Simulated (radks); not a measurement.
Ionisation of the aluminium ion Al2+, [Ne] 3s1, to [Ne] as the strength of local exchange is varied. Method: non-relativistic Kohn-Sham, Slater X-alpha exchange (alpha = 2/3 is LDA exchange), no correlation, spin-polarised, spherical densities, point nucleus; open shells are filled with parallel spins first; computed with a radial shooting solver on a logarithmic mesh with Libxc functionals.

| alpha | E(Al2+) (hartree) | exchange (hartree) | IE (eV) | -e of the level emptied (eV) | <r> of it (bohr) |
|---|---|---|---|---|---|
| 0.556 | -236.86451 | -13.30968 | 26.945 | 22.575 (3s) | 2.256 |
| 0.581 | -237.46356 | -13.93607 | 27.193 | 22.849 (3s) | 2.245 |
| 0.65 | -239.12320 | -15.67736 | 27.881 | 23.613 (3s) | 2.216 |
| 0.667 | -239.53350 | -16.10918 | 28.052 | 23.803 (3s) | 2.209 |
| 0.813 | -243.08013 | -19.86339 | 29.540 | 25.466 (3s) | 2.150 |
| 0.841 | -243.76498 | -20.59272 | 29.830 | 25.791 (3s) | 2.139 |
| 0.996 | -247.58338 | -24.68444 | 31.458 | 27.626 (3s) | 2.081 |

NIST Atomic Spectra Database: 28.448 eV (measured). The Delta-SCF value meets it near alpha = 0.71.
